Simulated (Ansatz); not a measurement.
Relaxation of H$_{6}$OW (8 atoms, charge 0, multiplicity 1), to a largest force component of 0.03 eV/Å in at most 50 steps.

The calculation used RHF/def2-SVP (Ansatz 0.2.0).

```xyz
8
Properties=species:S:1:pos:R:3
W -0.066 -0.115 0.276
O 0.678 -0.136 2.043
H 0.211 -0.575 2.748
H 1.373 0.747 0.121
H -0.100 1.235 -0.705
H -1.608 0.626 0.226
H -0.282 -1.688 -0.361
H 0.823 -0.377 -1.111
```

Question: Where does it end, and by what steps?

Answer: It converged. After 12 steps the energy has fallen by 0.818 eV; H5 moved furthest, 0.72 Å.

| step | energy less start (eV) | largest force component (eV/Å) | accepted |
| --- | --- | --- | --- |
| 0 | 0.0000 | 1.120 | yes |
| 1 | -0.0530 | 0.356 | yes |
| 2 | -0.0769 | 0.162 | yes |
| 3 | -0.1740 | 0.540 | yes |
| 4 | -0.3624 | 0.698 | yes |
| 5 | -0.6264 | 0.700 | yes |
| 6 | -0.7953 | 0.469 | yes |
| 7 | -0.8044 | 0.359 | yes |
| 8 | -0.8140 | 0.348 | yes |
| 9 | -0.7547 | 2.515 | no |
| 10 | -0.8180 | 0.086 | yes |
| 11 | -0.8174 | 0.100 | no |
| 12 | -0.8184 | 0.003 | yes |

```xyz
8
Properties=species:S:1:pos:R:3
W 0.132 0.004 0.251
O 0.526 -0.226 2.027
H 0.325 -0.540 2.894
H 1.328 0.888 -0.528
H -0.296 1.592 -0.106
H -1.505 0.230 -0.082
H -0.617 -1.320 -0.475
H 1.136 -0.909 -0.743
```

Whether the end is a true minimum wasn't checked by a vibrational analysis.

The run took 16 s on 1 thread of Arm Neoverse V1 (shared host), peak memory 0.13 GiB.
